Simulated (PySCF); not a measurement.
PySCF input file for C₅H₅Cl, SMILES C=C=C/C=C/Cl, TDA-ωB97X/def2-SVPD. The structure is a stationary point at PBE0-D3(BJ)/def2-SVP. The structure was generated by enumeration; whether it is a known compound was not checked. Other conformers were not sampled.

```python
import numpy as np
from pyscf import gto, scf, dft, tdscf

mol = gto.M(
    atom='''
    C    -0.91676190   -3.08305919   -0.00000000
    C     0.06676872   -2.22425769    0.00000000
    C     1.05492708   -1.35256317    0.00000000
    C     0.92918305    0.10638428   -0.00000000
    C    -0.23064420    0.77536754    0.00000000
    Cl   -0.32145778    2.49307111   -0.00000000
    H    -1.34520650   -3.45987753    0.93625481
    H    -1.34520650   -3.45987753   -0.93625481
    H     2.07705947   -1.74970578    0.00000000
    H     1.86208121    0.67663395    0.00000000
    H    -1.20478185    0.27938738   -0.00000000
    ''',
    basis='def2-SVPD',
    charge=0,
    spin=0,
    symmetry=True,
    max_memory=1600,
    verbose=4,
)
mf = dft.RKS(mol, xc='wb97x').density_fit(auxbasis='def2-universal-jkfit')
mf.grids.level = 3
mf.conv_tol = 1e-9
mf.max_cycle = 100
mf.kernel()
mf.grids = dft.Grids(mol).set(level=1).build(with_non0tab=True)  # coarser grid for the response kernel
td = tdscf.TDA(mf)
td.singlet = True
td.nstates = 10
td.conv_tol = 1e-4
td.positive_eig_threshold = 1e-6
td.kernel(x0=td.get_init_guess(mf, 15))
td.analyze()
tt = tdscf.TDA(mf)
tt.singlet = False
tt.nstates = 4
tt.conv_tol = 1e-4
tt.positive_eig_threshold = 1e-6
tt.kernel(x0=tt.get_init_guess(mf, 9))
tt.analyze(verbose=3)
```

It prints:

```
PySCF version 2.14.0

[INPUT] verbose = 4
[INPUT] num. atoms = 11
[INPUT] num. electrons = 52
[INPUT] charge = 0
[INPUT] spin (= nelec alpha-beta = 2S) = 0
[INPUT] symmetry True subgroup None
[INPUT] Mole.unit = angstrom
[INPUT] Symbol           X                Y                Z      unit          X                Y                Z       unit  Magmom
[INPUT]  1 C     -0.916761900000  -3.083059190000   0.000000000000 AA   -1.732428912436  -5.826137494923   0.000000000000 Bohr   0.0
[INPUT]  2 C      0.066768720000  -2.224257690000   0.000000000000 AA    0.126174594488  -4.203237864558   0.000000000000 Bohr   0.0
[INPUT]  3 C      1.054927080000  -1.352563170000   0.000000000000 AA    1.993523262587  -2.555973957474   0.000000000000 Bohr   0.0
[INPUT]  4 C      0.929183050000   0.106384280000   0.000000000000 AA    1.755901484088   0.201037153159   0.000000000000 Bohr   0.0
[INPUT]  5 C     -0.230644200000   0.775367540000   0.000000000000 AA   -0.435854370219   1.465232296478   0.000000000000 Bohr   0.0
[INPUT]  6 Cl    -0.321457780000   2.493071110000   0.000000000000 AA   -0.607467164811   4.711221606965   0.000000000000 Bohr   0.0
[INPUT]  7 H     -1.345206500000  -3.459877530000   0.936254810000 AA   -2.542071865985  -6.538220956237   1.769265173707 Bohr   0.0
[INPUT]  8 H     -1.345206500000  -3.459877530000  -0.936254810000 AA   -2.542071865985  -6.538220956237  -1.769265173707 Bohr   0.0
[INPUT]  9 H      2.077059470000  -1.749705780000   0.000000000000 AA    3.925073542734  -3.306464722768   0.000000000000 Bohr   0.0
[INPUT] 10 H      1.862081210000   0.676633950000   0.000000000000 AA    3.518823508599   1.278652852083   0.000000000000 Bohr   0.0
[INPUT] 11 H     -1.204781850000   0.279387380000   0.000000000000 AA   -2.276707736347   0.527965630860   0.000000000000 Bohr   0.0

nuclear repulsion = 230.639361094065
point group symmetry = Cs
symmetry origin: [ 2.54386207e-09 -7.26817775e-10  0.00000000e+00]
symmetry axis x: [ 1.00000000e+00 -5.75215264e-11  4.79918990e-19]
symmetry axis y: [-5.75215264e-11 -1.00000000e+00 -2.53443177e-19]
symmetry axis z: [ 3.23188059e-18 -2.53443177e-19  1.00000000e+00]
num. orbitals of irrep A' = 115
num. orbitals of irrep A" = 52
number of shells = 71
number of NR pGTOs = 245
number of NR cGTOs = 167
basis = def2-SVPD
ecp = {}


******** <class 'pyscf.df.df_jk.DFSymAdaptedRKS'> ********
method = DFSymAdaptedRKS
initial guess = minao
damping factor = 0
level_shift factor = 0
DIIS = <class 'pyscf.scf.diis.CDIIS'>
diis_start_cycle = 1
diis_space = 8
diis_damp = 0
SCF conv_tol = 1e-09
SCF conv_tol_grad = None
SCF max_cycles = 100
direct_scf = False
XC library pyscf.dft.libxc version 7.1.2
    S. Lehtola, C. Steigemann, M. J. T. Oliveira, and M. A. L. Marques,  SoftwareX 7, 1–5 (2018)
XC functionals = wb97x
    J.-D. Chai and M. Head-Gordon,  J. Chem. Phys. 128, 084106 (2008)
radial grids:
    Treutler-Ahlrichs [JCP 102, 346 (1995); DOI:10.1063/1.469408] (M4) radial grids

becke partition: Becke, JCP 88, 2547 (1988); DOI:10.1063/1.454033
pruning grids: <function nwchem_prune>
grids dens level: 3
symmetrized grids: True
atomic radii adjust function: <function treutler_atomic_radii_adjust>
small_rho_cutoff = 0
Freeze 0 electrons in irreps []
    52 free electrons in irreps A' A"
Set gradient conv threshold to 3.16228e-05
Initial guess from minao.
tot grids = 138512
******** <class 'pyscf.df.df.DF'> ********
auxbasis = def2-universal-jkfit
Create RSH-DF object <pyscf.df.df.DF object> for omega=0.3
******** <class 'pyscf.df.df.DF'> ********
auxbasis = auxmol.basis = def2-universal-jkfit
init E= -654.204025954085
HOMO (A") = -0.232522151812462  LUMO (A") = -0.0565409957109195  gap/eV = 4.78869
cycle= 1 E= -653.291151330661  delta_E= 0.913  |g|=  0.3  |ddm|= 6.35
HOMO (A") = -0.333508379215981  LUMO (A") = 0.00681829644816512  gap/eV = 9.26076
cycle= 2 E= -653.310432268667  delta_E= -0.0193  |g|= 0.231  |ddm|= 1.59
HOMO (A") = -0.321520378788131  LUMO (A") = 0.026491021205739  gap/eV = 9.46987
cycle= 3 E= -653.323359882031  delta_E= -0.0129  |g|= 0.0461  |ddm|= 0.757
HOMO (A") = -0.324757850348543  LUMO (A") = 0.0272542024416293  gap/eV = 9.57874
cycle= 4 E= -653.324111750245  delta_E= -0.000752  |g|= 0.0151  |ddm|= 0.182
HOMO (A") = -0.325093774947026  LUMO (A") = 0.0271085972579685  gap/eV = 9.58391
cycle= 5 E= -653.324183971705  delta_E= -7.22e-05  |g|= 0.00566  |ddm|= 0.0509
HOMO (A") = -0.324609857313989  LUMO (A") = 0.0278164770661649  gap/eV = 9.59001
cycle= 6 E= -653.324196353076  delta_E= -1.24e-05  |g|= 0.00187  |ddm|= 0.0168
HOMO (A") = -0.324862056814446  LUMO (A") = 0.0277686308166558  gap/eV = 9.59557
cycle= 7 E= -653.324198356013  delta_E= -2e-06  |g|= 0.000508  |ddm|= 0.00883
HOMO (A") = -0.324892916581633  LUMO (A") = 0.0277900035116883  gap/eV = 9.59699
cycle= 8 E= -653.324198529181  delta_E= -1.73e-07  |g|= 0.000219  |ddm|= 0.00207
HOMO (A") = -0.324886063575025  LUMO (A") = 0.0278189104787323  gap/eV = 9.59759
cycle= 9 E= -653.324198549692  delta_E= -2.05e-08  |g|= 4.07e-05  |ddm|= 0.000875
HOMO (A") = -0.324894038038021  LUMO (A") = 0.0278148474737927  gap/eV = 9.59770
cycle= 10 E= -653.324198550617  delta_E= -9.25e-10  |g|= 2.32e-05  |ddm|= 0.000217
HOMO (A") = -0.32489280435579  LUMO (A") = 0.0278168001634622  gap/eV = 9.59772
Extra cycle  E= -653.324198550701  delta_E= -8.46e-11  |g|= 1.88e-05  |ddm|= 7.75e-05
converged SCF energy = -653.324198550701
tot grids = 44576
Overwritten attributes  positive_eig_threshold  of <class 'pyscf.tdscf.rks.TDA'>


******** <class 'pyscf.tdscf.rks.TDA'> for <class 'pyscf.df.df_jk.DFSymAdaptedRKS'> ********
nstates = 10 singlet
deg_eia_thresh = 1.000e-03
wfnsym = None
conv_tol = 0.0001
eigh lindep = 1e-12
eigh level_shift = 0
eigh max_cycle = 100


Excitation energies (eV)
[5.42897695 5.46348705 5.69623778 6.61048674 7.14939686 7.1803473
 7.61774961 7.71333555 7.872935   7.97461774]

** Singlet excitation energies and oscillator strengths **
Excited State   1:   A"      5.42898 eV    228.37 nm  f=0.0001
      24 -> 28       -0.19875
      25 -> 27       -0.30303
      26 -> 28       -0.56429
      26 -> 29        0.12652
Excited State   2:   A'      5.46349 eV    226.93 nm  f=0.6430
      26 -> 27        0.68804
Excited State   3:   A"      5.69624 eV    217.66 nm  f=0.0000
      25 -> 27        0.60224
      25 -> 33        0.15187
      26 -> 28       -0.29624
Excited State   4:   A"      6.61049 eV    187.56 nm  f=0.0002
      24 -> 30        0.10243
      26 -> 28        0.15253
      26 -> 29        0.50783
      26 -> 30       -0.31355
      26 -> 32       -0.16970
      26 -> 37        0.15475
Excited State   5:   A"      7.14940 eV    173.42 nm  f=0.0007
      23 -> 27        0.54142
      23 -> 33       -0.13872
      26 -> 29        0.21234
      26 -> 30        0.26999
Excited State   6:   A"      7.18035 eV    172.67 nm  f=0.0007
      23 -> 27       -0.37442
      24 -> 29        0.10382
      26 -> 29        0.28816
      26 -> 30        0.39929
      26 -> 34        0.14286
      26 -> 36        0.13888
Excited State   7:   A'      7.61775 eV    162.76 nm  f=0.0290
      24 -> 27       -0.63435
      25 -> 28        0.19852
      26 -> 33        0.13974
Excited State   8:   A"      7.71334 eV    160.74 nm  f=0.0010
      26 -> 28        0.11084
      26 -> 29       -0.10049
      26 -> 31       -0.61189
      26 -> 32        0.18521
      26 -> 37       -0.12771
Excited State   9:   A"      7.87293 eV    157.48 nm  f=0.0015
      24 -> 28        0.12487
      24 -> 29        0.16087
      26 -> 29        0.14200
      26 -> 30       -0.13387
      26 -> 31        0.16078
      26 -> 32        0.53330
      26 -> 34        0.27026
Excited State  10:   A'      7.97462 eV    155.47 nm  f=0.2052
      25 -> 28       -0.47479
      25 -> 29       -0.37850
      25 -> 30       -0.12080
      25 -> 32       -0.10354
      26 -> 33        0.22476

** Transition electric dipole moments (AU) **
state          X           Y           Z        Dip. S.      Osc.
  1         0.0000     -0.0000      0.0288      0.0008      0.0001
  2         0.0004      2.1917      0.0000      4.8035      0.6430
  3         0.0000      0.0000     -0.0022      0.0000      0.0000
  4         0.0000     -0.0000     -0.0372      0.0014      0.0002
  5        -0.0000     -0.0000     -0.0617      0.0038      0.0007
  6        -0.0000     -0.0000     -0.0613      0.0038      0.0007
  7        -0.2580      0.2982      0.0000      0.1555      0.0290
  8         0.0000     -0.0000     -0.0739      0.0055      0.0010
  9         0.0000      0.0000     -0.0875      0.0077      0.0015
 10        -0.2221     -1.0004     -0.0000      1.0502      0.2052

** Transition velocity dipole moments (imaginary part, AU) **
state          X           Y           Z        Dip. S.      Osc.
  1         0.0000     -0.0000     -0.0029      0.0000      0.0000
  2         0.0559      0.2658      0.0000      0.0737      0.2449
  3         0.0000      0.0000     -0.0167      0.0003      0.0009
  4         0.0000     -0.0000      0.0524      0.0028      0.0075
  5         0.0000      0.0000     -0.0379      0.0014      0.0037
  6        -0.0000     -0.0000     -0.0410      0.0017      0.0042
  7        -0.0023      0.0639      0.0000      0.0041      0.0097
  8         0.0000     -0.0000     -0.0583      0.0034      0.0080
  9         0.0000      0.0000     -0.0374      0.0014      0.0032
 10        -0.0198     -0.2524      0.0000      0.0641      0.1459

** Transition magnetic dipole moments (imaginary part, AU) **
state          X           Y           Z
  1         0.7189      0.6258     -0.0000
  2         0.0000     -0.0000     -0.9448
  3         0.0006     -0.1127      0.0000
  4        -0.1821     -0.0841      0.0000
  5         0.2342     -0.8568      0.0000
  6         0.1950      0.2131      0.0000
  7         0.0000     -0.0000      0.1502
  8         0.0347      0.2373     -0.0000
  9        -0.6325     -0.4987     -0.0000
 10        -0.0000      0.0000     -0.4583


******** <class 'pyscf.tdscf.rks.TDA'> for <class 'pyscf.df.df_jk.DFSymAdaptedRKS'> ********
nstates = 4 triplet
deg_eia_thresh = 1.000e-03
wfnsym = None
conv_tol = 0.0001
eigh lindep = 1e-12
eigh level_shift = 0
eigh max_cycle = 100


Excitation energies (eV)
[2.97670958 4.78337481 5.09832582 5.15248665]

** Triplet excitation energies and oscillator strengths **
Excited State   1:   A'      2.97671 eV    416.51 nm  f=0.0000
Excited State   2:   A'      4.78337 eV    259.20 nm  f=0.0000
Excited State   3:   A'      5.09833 eV    243.19 nm  f=0.0000
Excited State   4:   A"      5.15249 eV    240.63 nm  f=0.0000
```

Self-consistency was reached.

Cost: roughly 6 core-minutes.
